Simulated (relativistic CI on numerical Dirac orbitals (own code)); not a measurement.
Fe⁷⁺ (3d) in a crystal field

Calculated by Dirac-Coulomb-Breit CI, orbitals from a KLI potential per configuration, model QED, valence Slater integrals scaled by 0.7, one configuration in a parametric crystal field (own radial code).

Field parameters in Wybourne normalisation: Td as Oh with Dq negative (B⁴₀ = 21Dq, B⁴₄ = √(5/14) B⁴₀). The field is a parameter set, without covalency.

S is read from ⟨S²⟩ = S(S + 1).

Powder χT (cm³ K mol⁻¹) by Van Vleck's formula, with temperature-independent terms:

```tsv
Field	2 K	5 K	10 K	20 K	50 K	100 K	200 K	300 K
Td, 10Dq = -2600 cm⁻¹	0.153	0.154	0.155	0.158	0.166	0.179	0.207	0.234
Td, 10Dq = -6800 cm⁻¹	0.239	0.24	0.241	0.242	0.246	0.254	0.268	0.283
Td, 10Dq = -8900 cm⁻¹	0.267	0.267	0.268	0.269	0.272	0.278	0.289	0.301
Td, 10Dq = -11000 cm⁻¹	0.285	0.286	0.286	0.287	0.29	0.294	0.304	0.313
Td, 10Dq = -13050 cm⁻¹	0.298	0.299	0.299	0.3	0.302	0.306	0.314	0.322
Td, 10Dq = -15150 cm⁻¹	0.308	0.309	0.309	0.31	0.312	0.315	0.322	0.329
Td, 10Dq = -17250 cm⁻¹	0.316	0.316	0.317	0.317	0.319	0.322	0.328	0.334
Td, 10Dq = -19350 cm⁻¹	0.322	0.323	0.323	0.323	0.325	0.328	0.333	0.338
```

(1) For Td, 10Dq = -8900 cm⁻¹: what effective moment follows at 300 K?

Results:

(1) μ_eff = √(8χT) = 1.55 μB. The ground level has S = 0.50; the spin-only moment for S = 1/2 is 1.73 μB. The difference comes from the orbital moment, spin-orbit mixing of terms and temperature-independent paramagnetism, all larger in this ionic model than in covalent complexes.
